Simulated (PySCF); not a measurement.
A structure optimised at B3LYP-D3(BJ)/def2-SVP, used in a PySCF frequency run:

```
Al
Cl 1 2.0947
Cl 1 2.0970 2 119.55
Se 1 2.2996 2 118.85 3 180.00
H 4 1.4770 1 91.47 2 180.00
```

Problem. Write its SMILES, formula and point group.

Solution. [Cl][Al]([Cl])[SeH], AlCl₂HSe, Cs

Problem. What are its rotational constants (standard atomic weights)?

Solution. 2.1540, 1.1614, 0.75457 GHz
